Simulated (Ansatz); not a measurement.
```yaml
crystal:
  periodic: [false, false, false]
  atoms:
    - {symbol: Ca, position_ang: [2.067253, 0.107768, 0.795017]}
    - {symbol: Ca, position_ang: [-0.211336, 1.405112, -1.702419]}
    - {symbol: Ca, position_ang: [-0.420033, -2.065258, -0.689568]}
    - {symbol: Ca, position_ang: [-1.435890, 0.552381, 1.596970]}
    - {symbol: Se, position_ang: [1.673750, -0.643983, -1.861630]}
    - {symbol: Se, position_ang: [0.246439, -1.637888, 1.984548]}
    - {symbol: Se, position_ang: [-2.409778, -0.125583, -0.926836]}
    - {symbol: Se, position_ang: [0.489585, 2.407460, 0.803919]}
basis:
  gaussian: {orbitals: def2-SVP, initial_orbitals: start.molden}
hamiltonian: {xc: {name: CAM-B3LYP}, dispersion: d4}
scf: {omitted_lower_state_checks: [starts]}
output: {orbitals: {seedname: orbitals}}
```

The file start.molden holds the orbitals of an earlier run on this structure, at another level or in another basis.

```sh
$ ansatz run in.yaml --threads 4 --pin off --events-out ev --progress --plain --max-ram 4787MiB
```

**Question.** Does this run fit into the memory that it is given?

**Answer.** No. It has 224 basis functions, and Ansatz plans for 5.06 GiB where 4.67 GiB are given.
